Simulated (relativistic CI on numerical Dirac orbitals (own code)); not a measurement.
# Energy levels of Pb³⁴⁺

Calculated at this level of theory: Dirac-Coulomb-Breit CI, KLI orbitals optimised for each configuration, QED by a radiative potential, unscaled Slater integrals (own radial code, finite nucleus).

Configuration list (outside the closed core [Ar] 3d10): 4s2 4p6 4d10 4f2, 4s2 4p6 4d9 4f3, 4s2 4p6 4d10 4f 5s, 4s2 4p5 4d10 4f3, 4s2 4p6 4d10 4f 5p, 4s2 4p6 4d10 5s2, 4s2 4p6 4d10 5s 5p, 4s2 4p6 4d10 4f 5d, 4s 4p6 4d10 4f3, 4s2 4p6 4d10 5p2, 4s2 4p6 4d9 4f2 5s, 4s2 4p6 4d10 5s 5d, 4s2 4p6 4d10 4f 5f, 4s2 4p6 4d10 5p 5d, 4s2 4p6 4d9 4f2 5p, 4s2 4p6 4d10 4f 5g, 4s2 4p6 4d10 4f 6s, 4s2 4p6 4d10 5d2, 4s2 4p6 4d10 4f 6p, 4s2 4p6 4d10 4f 6d, 4s2 4p5 4d10 4f2 5s, 4s2 4p6 4d10 4f 6g, 4s2 4p6 4d10 4f 7s, 4s 4p6 4d10 4f 5s2, 4s 4p6 4d10 4f 5p2. Double excitations out of closed p, d and f shells are left out; levels of such configurations are missing from the list, as are those of other unlisted configurations, and high levels can miss mixing partners.

The lowest level is 4s2 4p6 4d10 4f2 3H_4, with 84 % of that term; Hund's rules for 4s2 4p6 4d10 4f2 give 3H with J = 4, in agreement.

```csv
No.,Configuration,Term,J,E (cm⁻¹),%,Landé g,jj configuration (%)
1,4s2 4p6 4d10 4f2,3H,4,0,84,0.830,4f5/2^2 (99)
2,4s2 4p6 4d10 4f2,3F,2,26782,80,0.736,4f5/2^2 (92)
3,4s2 4p6 4d10 4f2,3H,5,53913,100,1.029,4f5/2 4f7/2 (100)
4,4s2 4p6 4d10 4f2,1G,4,69777,46,1.072,4f5/2 4f7/2 (99)
5,4s2 4p6 4d10 4f2,3F,3,70987,100,1.079,4f5/2 4f7/2 (100)
6,4s2 4p6 4d10 4f2,3H,6,93104,80,1.129,4f5/2 4f7/2 (56)
7,4s2 4p6 4d10 4f2,3P,0,101974,86,,4f5/2^2 (89)
8,4s2 4p6 4d10 4f2,1D,2,112412,42,1.149,4f5/2 4f7/2 (87)
9,4s2 4p6 4d10 4f2,3F,4,130210,58,1.135,4f7/2^2 (100)
10,4s2 4p6 4d10 4f2,3P,1,132907,100,1.497,4f5/2 4f7/2 (100)
11,4s2 4p6 4d10 4f2,1I,6,144513,80,1.029,4f7/2^2 (56)
12,4s2 4p6 4d10 4f2,3P,2,177453,57,1.269,4f7/2^2 (95)
13,4s2 4p6 4d10 4f2,1S,0,270289,86,,4f7/2^2 (89)
14,4s2 4p6 4d9 4f3,5H°,3,1901013,46,0.712,4d5/2^5 4f5/2^3 (78)
15,4s2 4p6 4d9 4f3,5H°,4,1902077,39,0.931,4d5/2^5 4f5/2^3 (84)
16,4s2 4p6 4d9 4f3,5G°,2,1907914,86,0.379,4d5/2^5 4f5/2^3 (76)
17,4s2 4p6 4d9 4f3,5I°,5,1920666,28,0.972,4d5/2^5 4f5/2^3 (74)
18,4s2 4p6 4d9 4f3,5F°,2,1934859,25,1.184,4d5/2^5 4f5/2^3 (81)
19,4s2 4p6 4d9 4f3,5K°,6,1940168,29,0.955,4d5/2^5 4f5/2^3 (78)
20,4s2 4p6 4d9 4f3,3L°,7,1941553,35,0.938,4d5/2^5 4f5/2^3 (86)
21,4s2 4p6 4d9 4f3,5D°,1,1942547,41,1.133,4d5/2^5 4f5/2^3 (78)
22,4s2 4p6 4d9 4f3,5H°,5,1950061,30,1.071,4d5/2^5 4f5/2^2 4f7/2 (72)
23,4s2 4p6 4d9 4f3,3F°,4,1955148,25,1.198,4d5/2^5 4f5/2^2 4f7/2 (60)
24,4s2 4p6 4d9 4f3,5F°,3,1958645,35,1.218,4d5/2^5 4f5/2^2 4f7/2 (79)
25,4s2 4p6 4d9 4f3,5G°,4,1962554,42,0.978,4d5/2^5 4f5/2^2 4f7/2 (64)
26,4s2 4p6 4d9 4f3,5H°,6,1962676,47,1.125,4d5/2^5 4f5/2^2 4f7/2 (61)
27,4s2 4p6 4d9 4f3,5D°,0,1962970,81,,4d5/2^5 4f5/2^3 (47)
28,4s2 4p6 4d9 4f3,5G°,3,1963686,47,0.917,4d5/2^5 4f5/2^2 4f7/2 (84)
29,4s2 4p6 4d9 4f3,3G°,4,1969958,23,1.071,4d5/2^5 4f5/2^2 4f7/2 (59)
30,4s2 4p6 4d9 4f3,5L°,8,1972463,55,1.055,4d5/2^5 4f5/2^2 4f7/2 (93)
```

Energies count from the lowest computed level; ° marks odd parity. Filled j subshells are mostly left out of the jj labels.

The mean weight of the leading LS term, summed over parents, in these 30 levels is 57 %, and that of the leading jj configuration (from the same eigenvectors) 81 %, so jj coupling describes them better and the LS labels are nominal.

At this charge energies of transitions that change n are usually good to better than 1 %, and those within a shell (Δn = 0) to a few per cent. Terms inside the open d or f shell come out 10 to 20 % too wide with unscaled integrals.

Landé's interval rule says that E(J) − E(J−1) = AJ with one A. For the ground term the intervals give A = 10782.6, 6531.8 cm⁻¹ for J = 5, 6; the multiplet is regular.

LS names give the leading component of a level, which can be under half, so a name can repeat, a term be missing and a line seem to break the LS rules.
